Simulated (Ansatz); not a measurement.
This geometry of CH₁₀BNOSi₂ (16 atoms, charge 0, multiplicity 1) is a first-order saddle point.

The calculation used RKS BLYP-D4/cc-pVDZ in Ansatz.

```xyz
16
Properties=species:S:1:pos:R:3
B 2.278 -0.616 -1.141
O 1.290 0.293 -0.931
Si -0.285 0.164 -0.211
C -0.784 -1.630 0.112
N -1.361 0.798 -1.455
Si -0.093 1.438 1.801
H 3.286 -0.229 -1.702
H 2.157 -1.773 -0.772
H -0.067 -2.121 0.799
H -0.812 -2.203 -0.836
H -1.788 -1.673 0.583
H -1.301 1.806 -1.645
H -2.352 0.555 -1.337
H 1.289 2.012 1.973
H -1.081 2.579 1.803
H -0.398 0.577 3.003
```

(1) Which two structures does it join? (They come from a converged band through this point; their orientation in space is the band's.)

(2) How far does it lie above each of them?

## Answers

(1) No bond is made or broken. The dihedral N5–Si3–Si6–H14 goes from -174 to -53°. The two ends are copies of one structure, up to a mirror image or an exchange of like atoms.

Image 0:

```xyz
16
Properties=species:S:1:pos:R:3
B 2.245 -0.478 -1.270
O 1.221 0.368 -0.979
Si -0.302 0.130 -0.179
C -0.654 -1.690 0.189
N -1.487 0.679 -1.362
Si -0.102 1.462 1.774
H 3.200 -0.017 -1.868
H 2.206 -1.652 -0.937
H 0.130 -2.120 0.844
H -0.687 -2.279 -0.750
H -1.629 -1.797 0.709
H -1.496 1.684 -1.575
H -2.454 0.378 -1.190
H 1.028 1.007 2.663
H 0.138 2.903 1.400
H -1.379 1.399 2.576
```

Image 8:

```xyz
16
Properties=species:S:1:pos:R:3
B 2.273 -0.634 -1.139
O 1.295 0.283 -0.910
Si -0.283 0.151 -0.197
C -0.784 -1.640 0.137
N -1.358 0.788 -1.439
Si -0.094 1.460 1.774
H 3.291 -0.244 -1.681
H 2.134 -1.800 -0.807
H -0.074 -2.127 0.834
H -0.803 -2.221 -0.807
H -1.794 -1.678 0.597
H -1.279 1.791 -1.646
H -2.353 0.561 -1.321
H 0.270 2.881 1.425
H -1.414 1.487 2.504
H 0.950 0.920 2.719
```

(2) 0.049 eV above the first and 0.049 eV above the second. This is the barrier of this one path; another mechanism may lie lower.

Time of the run: 10 min on 2 threads of Arm Neoverse V1 (shared host), peak memory 0.22 GiB.
